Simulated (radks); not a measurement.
Pr IV, 56 electrons, occupied as [Kr] 4d10 4f3 5s1 5p6 (not the ground configuration). All-electron calculation, scalar-relativistic Kohn-Sham, LDA (Slater exchange, Perdew-Wang correlation), spin-polarised, spherical densities, finite nucleus; open shells are filled with parallel spins first (spin-orbit coupling, left out, can overturn this in heavy ions); Fermi nuclear charge, rms radius 4.8919 fm. Program: a radial shooting solver on a logarithmic mesh with Libxc functionals.

Normalised radial functions P(r) = r R(r), r in bohr:

r,5p down
0.001708,0.0019
0.002261,0.0030
0.002991,0.0049
0.003926,0.0078
0.005195,0.0126
0.006873,0.0201
0.009094,0.0318
0.01203,0.0492
0.01579,0.0733
0.0209,0.1065
0.02765,0.1466
0.03658,0.1866
0.04841,0.2108
0.06354,0.1956
0.08407,0.1144
0.1112,-0.0385
0.1472,-0.2161
0.1932,-0.3070
0.2556,-0.2007
0.3382,0.1079
0.4475,0.4113
0.5921,0.4110
0.7771,0.0289
1.028,-0.5196
1.361,-0.8621
1.8,-0.8252
2.382,-0.5284
3.126,-0.2297
4.137,-0.0595
5.473,-0.0082

5p down: eigenvalue -45.575 eV, 3 radial nodes at r = 0.105, 0.310, 0.789 bohr, <r> = 1.71 bohr, 90 % of the charge inside 2.48 bohr.
